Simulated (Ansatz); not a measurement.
Reaction 2 R1 → P1 + P2, each structure at its B3LYP-D3(BJ)/def2-TZVP stationary point, reached from a drawn start (curvature not checked).
P1: BI3 (SMILES IB(I)I), charge 0, multiplicity 1.
R1: BI2 (SMILES I[B]I), charge 0, multiplicity 2.
P2, BI (SMILES [B]I) (charge 0, multiplicity 1):
```xyz
2

B     -1.071     0.000     0.000
I      1.071     0.000     0.000
```

P less R. No zero-point or thermal terms; singlets are restricted closed shells; open shells are unrestricted; no spin–orbit coupling.

Cores are frozen in the correlated methods. In cc and def2 sets filled d and f shells under p-block atoms count as core.

The values were computed with Ansatz (an electronic-structure program). All values are computed, each at the level named. Elements past Kr take the def2 small-core potentials, without spin–orbit coupling.

Total energies in hartree:

```tsv
structure	PBE/def2-TZVPP	PBE0/def2-TZVPP	CCSD(T)/def2-QZVPP
P1	-917.986661	-918.065949	-915.392854
R1	-620.188766	-620.242442	-618.447321
P2	-322.422906	-322.449559	-321.548322
```

Q: Work out the reaction energy at each level in kcal/mol (1 hartree = 627.50947 kcal/mol), and say how far PBE/def2-TZVPP lies from CCSD(T)/def2-QZVPP.

A: 
- PBE/def2-TZVPP: (-917.986661) + (-322.422906) − 2 × (-620.188766) = -0.032035 hartree = -20.10 kcal/mol
- PBE0/def2-TZVPP: (-918.065949) + (-322.449559) − 2 × (-620.242442) = -0.030624 hartree = -19.22 kcal/mol
- CCSD(T)/def2-QZVPP: (-915.392854) + (-321.548322) − 2 × (-618.447321) = -0.046534 hartree = -29.20 kcal/mol
PBE/def2-TZVPP less CCSD(T)/def2-QZVPP: 9.10 kcal/mol. CCSD(T)/def2-QZVPP is the level counted from, the highest shown, and no exact or measured value.
